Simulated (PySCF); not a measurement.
## Strontium: a sound run and one with changed settings

Sound run: Sr [Kr] 5s2, Sr⁺ [Kr] 5s1. Calculation: PySCF 2.14, in x2c-SVPall (6s4p5d1f, 50 functions); the spin-free X2C one-electron Hamiltonian (Gaussian nucleus). In the sound run the correlated levels freeze [Kr]. The sound run starts from symmetry-adapted Hartree-Fock orbitals and uses a fine grid where one is needed.

Changed run: no relativity, point nucleus. This setting is unsound on purpose.

```json
{"species": "Sr", "method": "UHF", "sound run (hartree)": "-3177.02417", "changed run (hartree)": "-3105.94010", "converged": "yes"}
{"species": "Sr", "method": "M06-2X", "sound run (hartree)": "-3179.13073", "changed run (hartree)": "-3108.04495", "converged": "yes"}
{"species": "Sr", "method": "PBE0", "sound run (hartree)": "-3178.62951", "changed run (hartree)": "-3107.54662", "converged": "yes"}
{"species": "Sr", "method": "MP2", "sound run (hartree)": "-3177.03991", "changed run (hartree)": "-3105.95610", "converged": "yes"}
{"species": "Sr", "method": "CCSD(T)", "sound run (hartree)": "-3177.04837", "changed run (hartree)": "-3105.96506", "converged": "yes"}
{"species": "Sr⁺", "method": "UHF", "sound run (hartree)": "-3176.84871", "changed run (hartree)": "-3105.77096", "converged": "yes"}
{"species": "Sr⁺", "method": "M06-2X", "sound run (hartree)": "-3178.91016", "changed run (hartree)": "-3107.83286", "converged": "yes"}
{"species": "Sr⁺", "method": "PBE0", "sound run (hartree)": "-3178.42004", "changed run (hartree)": "-3107.34493", "converged": "yes"}
```

Ionisation energy of Sr:

| method | sound run (eV) | changed run (eV) |
| --- | --- | --- |
| UHF | 4.774 | 4.602 |
| M06-2X | 6.002 | 5.771 |
| PBE0 | 5.700 | 5.488 |
| MP2 | 5.203 | 5.038 |
| SCS-MP2 | 5.288 | 5.125 |
| CCSD | 5.433 | 5.282 |
| CCSD(T) | 5.433 | 5.282 |
| CCSDT | 5.433 | 5.282 |
| FCI | 5.433 | 5.282 |

Most of the change in total energy is the relativistic energy itself. On top of that the contraction fixes the core shape for the Hamiltonian it was made with, so the changed run is not a good calculation with the other Hamiltonian either.

For comparison, NIST gives 5.695 eV between the lowest levels.
